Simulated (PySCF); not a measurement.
C2H5ClOSi, SMILES C=C[Si@H](O)Cl.

The structure is a stationary point at PBE-D3(BJ)/def2-SVP. The structure was generated by enumeration; whether it is a known compound was not checked. Other conformers were not sampled.

Calculation: TDA-PBE/def2-SVPD (PySCF 2.14.0).

Vertical excitations. The molecule is in vacuum.

```json
[
 {"state": "S1", "energy (eV)": "5.49", "λ (nm)": "226", "f": "0.006", "main pairs": "HOMO−1→LUMO 88 %"},
 {"state": "S2", "energy (eV)": "5.73", "λ (nm)": "216", "f": "0.004", "main pairs": "HOMO−2→LUMO 95 %"},
 {"state": "S3", "energy (eV)": "6.05", "λ (nm)": "205", "f": "0.001", "main pairs": "HOMO−3→LUMO 98 %"},
 {"state": "S4", "energy (eV)": "6.52", "λ (nm)": "190", "f": "0.038", "main pairs": "HOMO→LUMO+1 88 %"},
 {"state": "S5", "energy (eV)": "6.67", "λ (nm)": "186", "f": "0.012", "main pairs": "HOMO−1→LUMO+1 52 %, HOMO−4→LUMO 39 %"},
 {"state": "S6", "energy (eV)": "6.73", "λ (nm)": "184", "f": "0.036", "main pairs": "HOMO−1→LUMO+1 47 %, HOMO−4→LUMO 45 %"},
 {"state": "S7", "energy (eV)": "7.04", "λ (nm)": "176", "f": "0.094", "main pairs": "HOMO→LUMO+2 24 %, HOMO−2→LUMO+1 23 %, HOMO→LUMO 19 %, HOMO−5→LUMO 10 %"},
 {"state": "S8", "energy (eV)": "7.16", "λ (nm)": "173", "f": "0.122", "main pairs": "HOMO−2→LUMO+1 64 %, HOMO→LUMO+2 14 %"},
 {"state": "S9", "energy (eV)": "7.21", "λ (nm)": "172", "f": "0.009", "main pairs": "HOMO−5→LUMO 78 %"},
 {"state": "S10", "energy (eV)": "7.38", "λ (nm)": "168", "f": "0.005", "main pairs": "HOMO→LUMO+2 40 %, HOMO−1→LUMO+2 20 %, HOMO−3→LUMO+1 12 %, HOMO−6→LUMO 9 %"},
 {"state": "T1", "energy (eV)": "4.22", "λ (nm)": "294", "f": "0", "main pairs": "HOMO→LUMO 89 %"},
 {"state": "T2", "energy (eV)": "5.15", "λ (nm)": "241", "f": "0", "main pairs": "HOMO−1→LUMO 91 %"},
 {"state": "T3", "energy (eV)": "5.66", "λ (nm)": "219", "f": "0", "main pairs": "HOMO−2→LUMO 98 %"},
 {"state": "T4", "energy (eV)": "5.90", "λ (nm)": "210", "f": "0", "main pairs": "HOMO−3→LUMO 98 %"}
]
```
Triplets are in the Tamm–Dancoff approximation.
